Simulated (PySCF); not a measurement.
Geometries of 2 isomers of CH7BNP, from PySCF 2.14.0, PBE0-D3(BJ)/def2-SVP geometry optimisation, gas phase. One conformer each, no zero-point energy, no frequencies.

Problem. Which isomer lies lower at this level?
A.
```xyz
11
angstrom
C     -1.612    0.194   -0.176
N     -0.233    0.310    0.233
B      0.891    0.106   -0.559
P      2.680    0.461    0.059
H     -2.149    1.154   -0.087
H     -1.655   -0.122   -1.227
H     -2.156   -0.552    0.428
H     -0.117    0.571    1.207
H      0.733   -0.209   -1.718
H      3.259   -0.761   -0.390
H      2.537    0.050    1.420
```
B.
```xyz
11
angstrom
C     -0.148    1.391    0.491
B      0.038   -0.155    0.232
N     -1.020   -0.940   -0.232
P      1.719   -1.004    0.705
H      0.492    1.972   -0.193
H     -1.186    1.734    0.354
H      0.169    1.664    1.511
H     -1.942   -0.557   -0.404
H     -0.952   -1.931   -0.424
H      2.575   -0.092    0.020
H      1.755   -2.000   -0.319
```

Solution. B. That is `B(N)(C)P`, 16.3 kcal/mol below the other.

| SMILES | atoms numbered as above | E (Eh) | relative (kcal/mol) | relative (kJ/mol) | dipole (D) |
| --- | --- | --- | --- | --- | --- |
| CB(N)P | [CH3:1][B:2]([NH2:3])[PH2:4] | -462.85998 | 0.0 | 0.0 | 2.55 |
| CNBP | [CH3:1][NH:2][BH:3][PH2:4] | -462.83400 | 16.3 | 68.2 | 2.77 |
